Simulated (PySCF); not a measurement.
CdCl, SMILES [Cl][Cd] (connectivity only; charge and spin as stated), neutral, multiplicity 2.

Geometry: r2SCAN-D4/def2-TZVPD. The spin state was assumed, not searched. The def2 effective core potentials stand for the cores of Cd; spin–orbit coupling is left out.

Method: ωB97X/def2-TZVPD run with PySCF.

The molecule is in vacuum.

Estimate the frontier levels, dipole moment and polarisability. (Estimate from the structure and the level; the computed values follow.)


The α spin, highest occupied and lowest empty level comes out as -8.48 and 0.76 eV and the β spin, highest occupied and lowest empty level comes out as -10.68 and -2.16 eV. The dipole moment comes out as 3.80 D, the mean static polarisability is 54.9 bohr³ (8.14 Å³) and the polarisability, principal values is 47.8, 47.8, 69.0 bohr³. The ⟨S²⟩ comes out as 0.754 (pure state 0.75).
